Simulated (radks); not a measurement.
Values are calculated unless marked as measured or tabulated.
Task: Ionisation of S3+, [Ne] 3s2 3p1, to S4+, [Ne] 3s2, under several functionals. Scalar-relativistic Kohn-Sham, spin-polarised, spherical densities, finite nucleus; open shells are filled with parallel spins first; a radial shooting solver on a logarithmic mesh with Libxc functionals. The NIST Atomic Spectra Database gives 47.22 eV (semi-empirical). Rank these functionals by the error of their Delta-SCF ionisation energy: BP86; Wu-Cohen GGA; exchange-only B88; MS2 meta-GGA; TASK exchange with Perdew-Wang LDA correlation; PBEsol; B86b exchange with PBE correlation; r2SCAN.

Result: From best to worst: Wu-Cohen GGA 47.240 eV (+0.018); B86b exchange with PBE correlation 47.251 eV (+0.029); PBEsol 47.165 eV (-0.057); BP86 47.317 eV (+0.095); r2SCAN 47.047 eV (-0.175); MS2 meta-GGA 47.038 eV (-0.184); TASK exchange with Perdew-Wang LDA correlation 47.005 eV (-0.217); exchange-only B88 46.350 eV (-0.872). Open shells are spherical and high-spin; term and fine-structure splittings are not resolved.
